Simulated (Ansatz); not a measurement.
Harmonic frequencies (cm⁻¹) at PBE0-D4/def2-TZVP from Ansatz: 62, 72, 127, 363, 494, 570, 610, 634, 731, 782, 859, 860, 887, 889, 894, 902, 1185, 2106, 2113, 2151, 2155, 2162, 2170, 3604.

**Question.** Which molecule is it?
A. `[SiH3][NH][GeH3]`
B. `C=C[NH][GeH3]`
C. `BNC=C`
D. `[GeH3][NH][GeH3]`

**Answer.** D.
